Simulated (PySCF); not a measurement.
# Steps of a relaxation of [Ir4]−

[Ir4]− (doublet; a saddle point, relaxed within its symmetry). PySCF 2.14.0, UKS TPSS, Ir def2-SVP with ECP60; non-relativistic Hamiltonian with scalar-relativistic core potentials where named; density fitting; no spin-orbit coupling. Origin of the start: template. Columns: position (Å) and force (eV/Å). Energies are counted from the last step; some of the 4 steps are shown. Forces carry noise of the integration grid, about 0.01 to 0.03 eV/Å.

Run from Python with OMP_NUM_THREADS=4. Where DIIS fails, smearing, a level shift and second-order steps follow.
It took 93 s on 4 threads of Arm Neoverse V2, on a shared host, from the converged density of the start.

```xyz
4
step 0  E = 0.081 eV
Ir    0.8663    0.8663    0.8663     1.33    1.33    1.33
Ir    0.8663   -0.8663   -0.8663     0.34   -0.84   -0.84
Ir   -0.8663    0.8663   -0.8663    -0.84    0.34   -0.84
Ir   -0.8663   -0.8663    0.8663    -0.84   -0.84    0.34
```

```xyz
4
step 1  E = 0.010 eV
Ir    0.8770    0.8770    0.8770     0.76    0.76    0.76
Ir    0.8770   -0.8770   -0.8770    -0.20   -0.28   -0.28
Ir   -0.8770    0.8770   -0.8770    -0.28   -0.20   -0.28
Ir   -0.8770   -0.8770    0.8770    -0.28   -0.28   -0.20
```

```xyz
4
step 2  E = 0.000 eV
Ir    0.8823    0.8823    0.8823     0.49    0.49    0.49
Ir    0.8823   -0.8823   -0.8823    -0.44   -0.03   -0.03
Ir   -0.8823    0.8823   -0.8823    -0.03   -0.44   -0.03
Ir   -0.8823   -0.8823    0.8823    -0.03   -0.02   -0.44
```

**Question.** Where does the relaxation end?

**Answer.** It converges at step 3 in Td:
```xyz
4
step 3  E = 0
Ir    0.8829    0.8829    0.8829
Ir    0.8829   -0.8829   -0.8829
Ir   -0.8829    0.8829   -0.8829
Ir   -0.8829   -0.8829    0.8829
```

The relaxed state is spin-contaminated (spin squared 1.74 against 0.75). Open shells may have lower solutions than the one found.
